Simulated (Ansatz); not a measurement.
Species: CH3BF, charge 0, multiplicity 2. It need not be the lowest isomer of its formula. 
Coordinates optimised at B3LYP-D3(BJ)/def2-TZVP (Ansatz, a first-principles code):
SMILES: C[B]F
```xyz
6

B      0.3497     0.4143    -0.1913
F      1.1262    -0.6153     0.0661
C     -1.1918     0.3931     0.0321
H     -1.6139     1.3845     0.1888
H     -1.4713    -0.2661     0.8606
H     -1.6478    -0.0107    -0.8807
```
Charge 0, spin multiplicity 2.

Wanted: atomisation energy (electronic, to ground-state atoms), in kcal/mol. Cores are frozen in the correlated levels unless marked. Open shells are spin-unrestricted. Spin-orbit coupling is left out. Non-relativistic. The coupled-cluster limit lacks core correlation, which all-electron functionals hold. Basis-set limits of correlation are two-point, X^-3; Hartree-Fock from the larger set.

```json
[
 {"level": "HF/6-31G*", "program": "Ansatz", "atomisation energy (kcal/mol)": "421.7"},
 {"level": "BLYP-D3(BJ)/def2-TZVPD", "program": "Ansatz + dftd3", "atomisation energy (kcal/mol)": "544.5"}
]
```

Estimate the value at CCSD(T)/CBS(cc-pVTZ,cc-pVQZ) as computed with Ansatz.

540.5 kcal/mol
